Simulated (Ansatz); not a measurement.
Molecule: sum formula SiHS2Cl2, charge 0, multiplicity 2. It need not be the lowest isomer of its formula. 
Coordinates optimised at B3LYP-D3(BJ)/def2-TZVP (Ansatz, a first-principles code):
```
Si
Cl 1 2.0464
Cl 1 2.0486 2 107.74
S 1 2.0760 2 115.91 3 128.66
S 1 2.1426 2 106.15 3 -120.97
H 5 1.3456 1 93.42 2 167.49
```
Charge 0, spin multiplicity 2.

Dipole moments at this geometry, in debye (magnitudes).

| level | program | dipole (D) |
|---|---|---|
| SVWN5/def2-TZVPD | Ansatz | [?] |
| PBE/def2-TZVPD | Ansatz | 1.52 |
| wB97M-V/def2-TZVPD | Ansatz | 1.03 |
| wB97X-V/def2-TZVPD | Ansatz | 1.05 |
| CCSD(T)/aug-cc-pV(D+d)Z | Ansatz | [?] |

Q: What belongs in the gaps?

A: 
- SVWN5/def2-TZVPD, dipole (D): 1.67
- CCSD(T)/aug-cc-pV(D+d)Z, dipole (D): 1.06
